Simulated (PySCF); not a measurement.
Compound: SnClH3.
SMILES: `[H][Sn]([H])([H])[Cl]`

Theory: PBE0-D3(BJ)/def2-SVP geometry optimisation, gas phase, def2 core potentials past Kr (PySCF).

Take the most abundant isotopes and a rigid rotor. 

Q: Give the principal moments of inertia and the rotational constants in MHz.

A: Ia = 8.12, Ib = 157.72, Ic = 157.74 u·Å²; 505379 MHz·u·Å²/I gives A = 62229, B = 3204, C = 3204 MHz.

Q: Classify the top.

A: A prolate symmetric top, as the point group C3v requires two equal moments: κ = (2 × 3204 − 62229 − 3204)/(62229 − 3204) = -1.00.

Q: Where do the R-branch lines fall?

A: The dipole of 2.57 D lies along the symmetry axis, so ΔK = 0 and J+1 ← J falls at 2B(J+1) for every K: 6.41 GHz, 12.82 GHz, 19.22 GHz, 25.63 GHz, 32.04 GHz for J = 0 to 4.

Atoms past krypton carry def2 core potentials. Not checked by PBE0-D3(BJ)/def2-SVP frequencies. These are rigid-rotor constants of the computed structure; measured ground-state constants (B0) also hold zero-point vibration.
